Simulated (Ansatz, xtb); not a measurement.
**Relaxing a trial structure of ClF2H4OSi2+**

The starting geometry of this gas-phase singlet has its atoms placed at random.

| atom | x (Å) | y (Å) | z (Å) |
| --- | --- | --- | --- |
| Cl | 0.2227 | -2.1131 | 0.3190 |
| F | -0.4267 | 1.5215 | 1.5890 |
| F | 0.5659 | 0.4136 | -0.8075 |
| O | -0.9518 | -0.9849 | -0.5495 |
| Si | 1.2775 | 1.1806 | 1.3880 |
| Si | -0.3456 | -0.6308 | -2.2667 |
| H | 0.9027 | -1.3114 | -1.1341 |
| H | -1.3837 | -2.1448 | 0.4504 |
| H | -0.1844 | 1.3707 | -1.9837 |
| H | 1.4855 | 0.0926 | -2.0701 |

Question: Guess where an optimisation with r2SCAN-D4/def2-SVP ends from this start.

Answer: It ends as a structure with F3 bridging Si5 and Si6, given below by its coordinates. Distances that change by over a tenth: F3–Si5 (2.43 → 1.92 Å), O4–Si6 (1.86 → 1.63 Å), Si6–H7 (1.82 → 5.09 Å). Contacts that open: Cl1–O4 (1.85 → 3.19 Å), Cl1–H8 (1.61 → 3.41 Å). Contacts that close: Cl1–H7 (1.79 → 1.30 Å), F3–Si6 (2.01 → 1.78 Å), O4–H8 (1.59 → 0.97 Å), Si6–H9 (2.03 → 1.47 Å), Si6–H10 (1.98 → 1.47 Å).

The energy falls by 17.11 eV over 41 steps:

```tsv
step	E − E(last) (eV)
1	17.115
5	6.366
10	0.899
14	0.346
19	0.104
23	0.073
28	0.040
32	0.019
37	0.002
41	0.000
```

Final geometry (Å):

```tsv
atom	x (Å)	y (Å)	z (Å)
Cl	0.9160	-1.8822	1.1259
F	0.1663	1.1666	1.1986
F	1.0127	0.4412	-1.0252
O	-1.2514	-0.9289	-1.0119
Si	1.6459	0.6892	0.7652
Si	-0.5833	0.3276	-1.7979
H	1.9907	-2.3298	1.7011
H	-1.3595	-1.8031	-1.4102
H	-1.1792	1.6111	-1.4099
H	-0.1960	0.1023	-3.2010
```

From the same start GFN2-xTB ends elsewhere, in pieces: H3OSi + F2Si + ClH.

From so rough a start the end depends on the optimiser's path, so another program may land elsewhere. No frequencies were run, so the end isn't proven a minimum. Run with Ansatz 0.2.0, 2.7 min on 2 threads of Arm Neoverse V1 (shared host).
